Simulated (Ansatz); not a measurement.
Scan of Ga2O, singlet: symmetric bend, bond length relaxed. Scanned: Ga-O-Ga angle. Other coordinates (O-Ga bond length) were minimised at PBE0/def2-TZVP.

Computed with CCSD(T) on RHF/aug-cc-pVQZ, cores with 3d frozen (Ansatz, an electronic-structure program).

Scanned values (°): 180, 167, 157, 147, 137, 127, 117, 107, 97, 87, 80.

Q: Locate the minima and the barriers on this grid.

A: Lower than their neighbours: 180° (0.0 kJ/mol, end of the scan). Higher than their neighbours: 80° (137.8 kJ/mol, end of the scan). The whole profile spans 137.8 kJ/mol.
